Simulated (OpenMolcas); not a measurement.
Au4+ (d7) among equal point charges was computed by CASSCF with the d shell active (OpenMolcas, ANO-RCC-VDZP on the metal). Its lowest spin-free states, and all those of the highest spin:

```
2S+1  Degeneracy  E (cm-1)
   4           2       0.0
   4           1      1135
   4           2      2675
   4           2      3993
   4           1     13287
   2           2     15085
   2           2     15217
   2           1     16486
   2           1     17099
   2           2     17474
   2           2     18035
   2           2     19344
   4           2     21981
```

Q: Is the site octahedral, tetrahedral or cube-like, axial, or of lower symmetry?

A: The states with 2S+1 = 4 have orbital degeneracies 2, 1, 2, 2, 1, 2. There are pairs but no triples, so the site is axial: not cubic, but with a proper or improper axis of order three or more. The run had Au4+ among 2 point charges of -1 e arranged as a linear pair (D∞h), 1.96 Å from the ion.

Without dynamic correlation the repulsion within the d shell is too large (B by tens of per cent), so at a given field states of lower spin stand too high. Point charges give a weaker field than real ligands, and real ions of this kind are as a rule low spin; the high spin found here belongs to the model. The ground term spreads over less than 5000 cm-1, several times less than with real ligands, so orbital moments are less quenched and χT lies further from the spin-only value than at real sites. Point charges carry no covalency, so the field is a model and not that of real ligands. No measured value stands beside these numbers.
